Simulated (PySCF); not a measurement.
Species: CH₆NOPSi.
SMILES with atom numbers: `[CH2:1]=[N:2][Si@@H:3]([OH:4])[PH2:5]` (hydrogens: H6, H7 on C1; H8 on Si3; H9 on O4; H10, H11 on P5)

Computed by this run: PBE0-D3(BJ)/def2-SVP geometry optimisation, gas phase (PySCF 2.14.0); density fitting, grid level 1; the optimiser is geomeTRIC in internal coordinates, started from a GFN2-xTB structure with every atom displaced at random (about 0.01 Å).

Step 1: E = -21818.1838 eV
```
atom  x, y, z in Å  |  force x, y, z in eV/Å
C1     -1.4658   -1.1462    0.6376   -0.241   0.014  -0.098
N2     -0.7794   -0.0930    0.6730    0.222  -0.010   0.154
Si3     0.1995    0.7306   -0.5173   -0.004  -0.039  -0.144
O4      0.1700    2.3355   -0.0664   -0.258  -0.245  -0.036
P5      2.3306    0.0060   -0.4668   -0.007  -0.151   0.095
H6     -1.9665   -1.5130    1.5556    0.000  -0.038  -0.051
H7     -1.6552   -1.7546   -0.2750    0.087  -0.033   0.032
H8     -0.3333    0.5665   -1.9098    0.006  -0.052   0.010
H9     -0.7055    2.4964    0.3138    0.219   0.281   0.078
H10     2.2555   -0.3252    0.9251    0.022   0.054  -0.067
H11     1.9884   -1.3284   -0.8855   -0.046   0.218   0.027
```

Step 2: E = -21818.2182 eV
```
atom  x, y, z in Å  |  force x, y, z in eV/Å
C1     -1.4659   -1.1534    0.6327    0.141  -0.155  -0.251
N2     -0.7829   -0.0969    0.6896   -0.086   0.042   0.249
Si3     0.1813    0.7239   -0.5154    0.044   0.125  -0.012
O4      0.1908    2.3369   -0.0895   -0.181  -0.258  -0.058
P5      2.3091    0.0021   -0.4726    0.032   0.005  -0.001
H6     -1.9959   -1.5543    1.5184    0.002   0.122   0.038
H7     -1.5682   -1.7806   -0.2803   -0.064   0.001  -0.017
H8     -0.3659    0.5300   -1.8982   -0.007  -0.020   0.021
H9     -0.6390    2.5809    0.3393    0.132   0.116   0.028
H10     2.2537   -0.2951    0.9242   -0.002   0.011  -0.004
H11     1.9213   -1.3187   -0.8639   -0.012   0.010   0.005
```

Step 3: E = -21818.2261 eV
```
atom  x, y, z in Å  |  force x, y, z in eV/Å
C1     -1.4564   -1.1804    0.6034   -0.090   0.099   0.250
N2     -0.7787   -0.1232    0.7104    0.016   0.079  -0.081
Si3     0.1657    0.7064   -0.5055    0.109   0.203   0.023
O4      0.1940    2.3230   -0.1087   -0.041  -0.166  -0.080
P5      2.3009    0.0124   -0.4803    0.043   0.105  -0.078
H6     -2.0089   -1.5382    1.4925   -0.050  -0.217  -0.085
H7     -1.5653   -1.7998   -0.3144    0.028   0.066  -0.005
H8     -0.4026    0.4773   -1.8731   -0.004   0.015  -0.006
H9     -0.5725    2.6489    0.3727   -0.012  -0.019   0.021
H10     2.2717   -0.2462    0.9223   -0.017  -0.023   0.045
H11     1.8905   -1.3056   -0.8350    0.016  -0.143  -0.004
```

Step 4: E = -21818.2380 eV
```
atom  x, y, z in Å  |  force x, y, z in eV/Å
C1     -1.4603   -1.1697    0.6131   -0.082   0.061  -0.149
N2     -0.7729   -0.1193    0.7320   -0.003  -0.032   0.180
Si3     0.1654    0.6993   -0.4990    0.027   0.105  -0.004
O4      0.1870    2.3170   -0.1250    0.012  -0.047  -0.055
P5      2.3059    0.0125   -0.4898   -0.012   0.035  -0.034
H6     -2.0107   -1.5918    1.4753    0.049   0.004   0.040
H7     -1.5899   -1.7336   -0.3367    0.016  -0.026  -0.007
H8     -0.4185    0.4535   -1.8569    0.005  -0.003  -0.021
H9     -0.5671    2.6519    0.3686   -0.025  -0.030   0.026
H10     2.2901   -0.2241    0.9184   -0.003  -0.011   0.020
H11     1.9094   -1.3210   -0.8157    0.016  -0.058   0.005
```

Problem. Estimate the geometry and energy of step 5. (The exact step hangs on the optimiser's Hessian estimate; all steps are aligned on step 4, rigid shifts and turns removed.)

Solution. E = -21818.2409 eV, largest force 0.128 eV/Å
```
atom  x, y, z in Å  |  force x, y, z in eV/Å
C1     -1.4733   -1.1547    0.6057    0.076  -0.087  -0.056
N2     -0.7702   -0.1171    0.7445    0.027   0.001   0.123
Si3     0.1651    0.6964   -0.4954   -0.038   0.006  -0.051
O4      0.1800    2.3136   -0.1330    0.019   0.050  -0.022
P5      2.3073    0.0102   -0.4942   -0.026  -0.022   0.012
H6     -1.9846   -1.6130    1.4737   -0.041   0.048  -0.003
H7     -1.6155   -1.6974   -0.3551   -0.036   0.018  -0.012
H8     -0.4251    0.4416   -1.8500    0.015  -0.010  -0.014
H9     -0.5707    2.6430    0.3701   -0.006  -0.027   0.021
H10     2.2995   -0.2122    0.9178    0.007   0.004  -0.005
H11     1.9259   -1.3356   -0.8000    0.004   0.018   0.005
```

The energy changes by -0.0030 eV. The first-order estimate −F·Δx gives -0.0067 eV and the mean of the old and new forces, exact on a quadratic surface, -0.0030 eV. The step makes an angle of 73° with the force vector and moves no atom by more than 0.048 Å.

The cost below is that of the whole optimisation. Time: 2.8 min of wall time; peak memory 0.46 GiB. Hardware: Arm Neoverse N1, one thread, shared host.
